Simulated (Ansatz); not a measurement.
## Abstraction of H: C2H3FSn + Te(CH2)(CH3) → C2H2FSn + Te(CH3)2

Gas-phase species: C2H3FSn `C#[C][SnH2][F]`, singlet; Te(CH2)(CH3), doublet; C2H2FSn `C#[C][SnH][F]`, doublet; Te(CH3)2 (dimethyl telluride), singlet. A radical takes H: the energy is the difference in strength between the Sn–H bond broken and the C–H bond made.

Shapes, held fixed at every level: PBE0-D4/def2-TZVP. Flexible molecules stand in one conformer, not always the lowest. Programs: Ansatz 0.2.0. The zero-point and thermal change to 298 K, harmonic and unscaled (PBE0-D4/def2-TZVP), is +15.0 kJ/mol.

```csv
level,kind,ΔH(298 K) (kJ/mol),less CCSD(T)/def2-TZVPP,CPU time (sum over the molecules)
MP2/def2-TZVPP,perturbation theory,-97.1,-13.1,–
PBE-D4/def2-TZVPP,GGA,-96.6,-12.6,31 s
r2SCAN-D4/def2-TZVPP,meta-GGA,-87.0,-3.0,67 s
BHLYP-D4/def2-TZVPP,global hybrid,-86.8,-2.8,45 s
PBE0-D4/def2-TZVPP,global hybrid,-92.2,-8.2,37 s
B2PLYP/def2-TZVPP,double hybrid,-91.8,-7.8,70 s
CCSD(T)/def2-TZVPP,coupled cluster or CI,-84.0,0.0,–
```

The highest level, CCSD(T)/def2-TZVPP, gives ΔH(298 K) = -84.0 kJ/mol; the levels span -97.1 to -84.0. The column of differences is taken from that level and isn't an error. No measured value is set beside it here. Spin contamination: Te(CH2)(CH3) (⟨S²⟩ up to 0.78). Open shells run unrestricted. For atoms past krypton def2 sets carry core potentials with scalar relativity. Outer-core shells of Sn, Te are correlated, in sets that cover them unevenly. Times are processor times on shared x86 and Arm servers, and rough.
